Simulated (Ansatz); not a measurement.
The cluster Pb3O4. Charge 0, multiplicity 3. Geometry PBE0-D4/def2-SVP, that of the charge +1 doublet; atoms count from 1.

Cartesian coordinates in Å:
```
Pb -1.471 1.912 -0.970
Pb -0.466 0.051 1.698
Pb 2.150 0.048 -1.145
O -2.138 0.845 0.658
O 0.507 0.990 -0.245
O 1.245 -1.930 -0.347
O 0.173 -1.916 0.350
```

In the def2 sets Pb takes a core potential; there is no spin–orbit coupling. The structure holds one bond between oxygen atoms, so isomers without such links may lie far lower. At PBE0-D4/def2-TZVP a singlet of charge 0 lies 0.21 eV below the triplet at the same geometry. The structure comes from a short search, and lower isomers may exist.

(1) Estimate the Mulliken populations from the PBE0/def2-TZVP orbitals of Ansatz.

(2) Where does the spin sit?

(3) And the Mayer bond orders between bonded heavy atoms (over 0.3)?

## Answers

(1) 
```json
{"atom": "Pb1", "charge (e)": "0.85", "spin (α − β)": "0.08"}
{"atom": "Pb2", "charge (e)": "0.91", "spin (α − β)": "0.00"}
{"atom": "Pb3", "charge (e)": "0.38", "spin (α − β)": "0.90"}
{"atom": "O4", "charge (e)": "-0.78", "spin (α − β)": "0.00"}
{"atom": "O5", "charge (e)": "-0.88", "spin (α − β)": "0.02"}
{"atom": "O6", "charge (e)": "-0.23", "spin (α − β)": "0.49"}
{"atom": "O7", "charge (e)": "-0.25", "spin (α − β)": "0.52"}
```
Mulliken values and Mayer orders depend strongly on the basis.

(2) Summed by element: Pb 0.98, O 1.02, of 2 unpaired in all. Largest on single atoms: Pb3 0.90, O7 0.52, O6 0.49.

(3) Pb1–O4 1.02 (2.06 Å); Pb1–O5 0.55 (2.30 Å); Pb2–O4 0.80 (2.12 Å); Pb2–O5 0.46 (2.37 Å); Pb2–O7 0.35 (2.47 Å); Pb3–O5 0.64 (2.10 Å); Pb3–O6 0.38 (2.32 Å); O6–O7 1.30 (1.28 Å).
